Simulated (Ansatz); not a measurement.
Consider the ligand exchange at a B–O bond: `OB(O[SiH3])O[SiH3]` + H–F → `FB(O[SiH3])O[SiH3]` + H₂O.

Program: Ansatz. Geometries: PBE0-D4/def2-TZVP. ΔE: electronic, gas phase. CBS: MP2 limit from def2 TZ/QZ plus the TZ coupled-cluster correction, frozen cores. This one scheme is used for every species. DFT in def2-TZVPP. B3LYP here is the variant with VWN-RPA as its local correlation; programs differ in this. HSE06 is defined as in plane-wave codes. Each species was taken in one conformer, which may not be the lowest.

`OB(O[SiH3])O[SiH3]`:

```xyz
13

O    -1.759    0.421   -1.072
B    -0.609    0.428   -0.340
O    -0.084    1.600    0.123
Si    1.287    1.833    1.018
O     0.017   -0.754   -0.073
Si   -0.376   -2.304   -0.491
H    -2.117    1.302   -1.202
H     1.187    1.126    2.320
H     1.391    3.293    1.248
H     2.481    1.354    0.278
H     0.674   -3.172    0.092
H    -0.391   -2.455   -1.967
H    -1.701   -2.672    0.066
```

H–F:

Cartesian coordinates in Å:
```
F -0.452 0.040 -0.074
H 0.452 -0.040 0.074
```

`FB(O[SiH3])O[SiH3]`:

```xyz
12

F     1.020   -0.921    0.214
B     0.034   -0.031    0.008
O    -1.134   -0.445   -0.523
Si   -1.685   -1.922   -1.027
O     0.228    1.262    0.336
Si    1.508    2.083    0.989
H    -3.062   -1.709   -1.528
H    -1.698   -2.876    0.109
H    -0.820   -2.445   -2.113
H     2.692    1.969    0.102
H     1.088    3.497    1.101
H     1.831    1.538    2.331
```

H₂O:

```xyz
3

O    -0.245   -0.173   -0.248
H     0.620   -0.482    0.027
H    -0.375    0.654    0.221
```

```
             level  ΔE (kJ/mol)  difference from CCSD(T)/CBS
            PBE-D4        -10.1                         -0.4
         revPBE-D4         -7.9                          1.8
            B97M-V        -14.7                         -5.0
          B3LYP-D4        -12.3                         -2.6
          BHLYP-D4        -12.9                         -3.2
           ωB97X-V        -12.6                         -2.9
           r2SCAN0        -13.2                         -3.5
             HSE06        -12.4                         -2.7
             BHLYP        -17.1                         -7.4
RPA@PBE/def2-TZVPP        -10.7                         -1.0
    MP2/def2-TZVPP         -7.3                          2.4
CCSD(T)/def2-TZVPP         -9.4                          0.3
     HF/def2-QZVPP        -21.1                        -11.4
    MP2/def2-QZVPP         -7.7                          2.0
SCS-MP2/def2-QZVPP        -10.7                         -1.0
    CCSD/CBS(def2)        -11.3                         -1.6
       CCSD(T)/CBS         -9.7                            0
```

Largest T1 diagnostic among the species: 0.012.

The D4 term adds +5.2 kJ/mol with B3LYP and +3.0 kJ/mol with PBE0; it sums over pairs of atoms, weighted by their polarisabilities, and B3LYP, whose exchange is more repulsive, gets the larger term. Leaving LDA and LC-ωPBE aside and taking each functional with its dispersion term where it has one, the values spread over 6.7 kJ/mol, from B97M-V to revPBE-D4. LDA lies +6.8 kJ/mol from PBE without D4.

CCSD(T)/CBS has its own doubt, a few kJ/mol and more with outer-core shells, so smaller differences from it don't rank the levels.
